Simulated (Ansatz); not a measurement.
`C[C](C)(C)[Ge]([F])([F])[F]` at its PBE0-D4/def2-TZVP geometry, where that method's forces vanish. Charge 0, multiplicity 1.

```xyz
17

C     1.1790    0.0872   -1.0609
C    -0.0513   -0.0199   -0.1638
C    -1.0547    1.0848   -0.4842
C    -0.6991   -1.3960   -0.2931
Ge    0.5263    0.2051    1.6834
F     1.6517   -0.9867    2.2025
F    -0.7605    0.1296    2.8212
F     1.3001    1.7108    1.9839
H     0.8706   -0.0367   -2.1045
H     1.9160   -0.6877   -0.8378
H     1.6664    1.0608   -0.9714
H    -1.9368    1.0343    0.1583
H    -1.3900    0.9717   -1.5207
H    -0.6134    2.0791   -0.3843
H    -1.0290   -1.5384   -1.3277
H    -1.5749   -1.4975    0.3520
H    -0.0004   -2.2006   -0.0529
```

Q: What forces (eV/Å) does ωB97M-V/def2-TZVPP give on these atoms in Ansatz 0.2.0? (An estimate is asked.)

A: The calculation gave: 
```
C1   0.131  0.009 -0.124
C2   0.077  0.030  0.243
C3  -0.120  0.122 -0.060
C4  -0.081 -0.158 -0.038
Ge5 -0.066 -0.026 -0.211
F6   0.054 -0.062  0.014
F7  -0.070 -0.006  0.046
F8   0.035  0.076  0.003
H9   0.018  0.008  0.068
H10 -0.049  0.045 -0.004
H11 -0.035 -0.057  0.004
H12  0.059 -0.003 -0.032
H13  0.023  0.005  0.067
H14 -0.019 -0.064  0.000
H15  0.022  0.011  0.067
H16  0.057  0.015 -0.033
H17 -0.036  0.056 -0.009
```
